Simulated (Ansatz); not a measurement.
```xyz
7

N    -0.0685    0.2602   -1.4587
Mo    0.4616   -0.0402    0.1410
N    -0.9075   -0.1751    1.1596
Cl    1.5416   -2.0342    0.1557
Cl    1.6666    1.7548    0.8257
H    -0.7886    0.4070   -2.1549
H    -1.9051   -0.1725    1.3316
```

Total charge 0; spin multiplicity 1. Mo takes the def2 core potential.

Task: List the r2SCAN/def2-TZVPP orbital energies in eV (Ansatz 0.2.0). (Best estimate.)

Result: The calculation gave: Occupied: -2753.41, -2753.41, -386.17, -386.17, -254.79, -254.79, -193.29, -193.29, -193.22, -193.22, -193.19, -193.19, -71.18, -44.54, -44.29, -44.08, -21.39, -21.17, -21.01, -20.94, -12.78, -12.57, -10.28, -10.18, -9.88, -9.65, -8.77, -8.62, -8.31, -7.70, -7.70, -7.39. Lowest empty: -3.41, -2.70, -2.38, -2.23, -0.86, 0.14, 1.26, 1.30.
